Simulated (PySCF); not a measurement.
## Spinor energies of Ce+ (cerium, charge +1)

Start: [Xe] 4f1 5d2; 4f5/2 filled at m_j = +5/2; 5d3/2 filled at m_j = +1/2, +3/2. Calculated with PySCF 2.14 in x2c-QZVPPall-2c (16s16p12d6f4g1h, 213 functions): generalised Hartree-Fock with the X2C-1e Hamiltonian and a Gaussian nucleus; one run each with spin-orbit coupling (SO) switched off, then screened by Boettger's factors.

```tsv
spinor shell	electrons	ε, spin-free (eV)	ε, screened SO (eV)	weight of nominal j (screened SO)	rms radius, screened SO (bohr)
1s1/2	2	-40659.7	-40654.3	1.000	0.0280
2s1/2	2	-6634.6	-6632.8	1.000	0.114
2p1/2	2	-5936.8	-6249.3	1.000	0.0979
2p3/2	4	-5936.8	-5799.0	1.000	0.104
3s1/2	2	-1489.6	-1489.0	1.000	0.296
3p1/2	2	-1262.6	-1325.3	1.000	0.288
3d3/2	4	-939.96	-951.21	1.000	0.272
3d5/2	6	-939.96	-931.81	1.000	0.276
4s1/2	2	-334.67	-334.43	1.000	0.674
4p1/2	2	-257.37	-271.07	1.000	0.696
4p3/2	4	-257.37	-251.08	1.000	0.723
4d3/2	4	-142.51	-144.65	0.998	0.787
4d5/2	6	-142.51	-140.79	0.999	0.798
5s1/2	2	-62.805	-62.713	1.000	1.59
5p1/2	2	-40.385	-43.598	0.930	1.78
5p3/2	4	-40.385	-38.796	0.965	1.83
5d3/2	2	-16.079	-16.139	0.889	2.62
4f5/2	1	-2.739	-2.742	0.925	6.16
```

(1) Where does 3p3/2 lie, and what is the 3p spin-orbit splitting (screened SO)?

| quantity | spin-free | screened SO |
| --- | --- | --- |
| E (hartree) | -8854.01566 | -8857.89318 |
| M_J | 9/2 | 9/2 |
| ⟨J²⟩ | 27.782 | 25.961 |
| ⟨L²⟩ | 42.027 | 40.791 |
| ⟨S²⟩ | 3.754 | 3.494 |

The determinant has a definite M_J but mixes levels of different J.

Each row is a mean over spinors that exchange with the open shell spreads, by up to 2.510 eV (5p1/2).

Rows whose weight is well below 1 are mixtures of j = l ± 1/2: exchange outweighs spin-orbit coupling there, and the label is only the starting occupation.

Breit and QED terms are absent; they matter most for the inner s and p1/2 levels.

Densities and radii are taken from the X2C orbitals without a picture-change correction, which distorts them close to the nucleus.

Without spin-orbit coupling the j labels of p, d and f shells carry no meaning; the spin-free column gives the mean over the occupied spinors of each nl shell, and its ⟨J²⟩ belongs to a mixture of degenerate components.

## Answers

(1) At -1234.5 eV, 90.849 eV above 3p1/2.
